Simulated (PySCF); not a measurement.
Stretching ScCl

Set-up: basis Sc def2-TZVPP, Cl def2-TZVPP; no relativity; PySCF 2.14. Energies in eV from Sc (3d1 4s2) + Cl in their ground configurations at the same level. State: ³Δ (triplet), unpaired electrons σ ↑, δ ↑.

All columns are M06-L. A positive dipole means Sc(−)Cl(+).

```csv
R (Å),E (eV),μ (D),Mulliken charge on Sc (basis-dependent),HOMO (eV),LUMO (eV),Mayer bond order,⟨S²⟩
1.991,-3.978,-2.56,0.36,-2.47,-1.66,1.19,2.00
2.083,-4.518,-2.96,0.39,-2.68,-1.79,1.14,2.00
2.176,-4.812,-3.42,0.41,-2.89,-1.96,1.09,2.00
2.315,-4.942,-4.16,0.44,-3.19,-2.22,1.03,2.00
2.385,-4.912,-4.56,0.45,-3.33,-2.35,1.01,2.00
2.477,-4.807,-5.11,0.47,-3.51,-2.50,0.97,2.00
2.593,-4.606,-5.81,0.49,-3.70,-2.68,0.93,2.00
2.732,-4.309,-6.70,0.52,-3.91,-2.86,0.88,2.00
2.917,-3.878,-7.97,0.55,-4.13,-3.01,0.82,2.00
```

A fit through these points gives, at Re = 2.310 Å, μ = -4.13 D and dμ/dR = -5.59 D/Å; the reduced mass is 19.67 u.

Problem. How strong is the fundamental in the double-harmonic approximation, I = 42.26·(dμ/dR)²/μred km/mol?

Solution. I = 42.26·(-5.59)²/19.67 = 67.1 km/mol at M06-L.

The metal atom is held in its measured ground configuration; semilocal functionals can put another filling of s and d lower by some tenths of an eV, and De to that atom would be smaller. The state is the lowest single determinant that the PBE0 search found; with open d or f shells the true ground state can be another one.
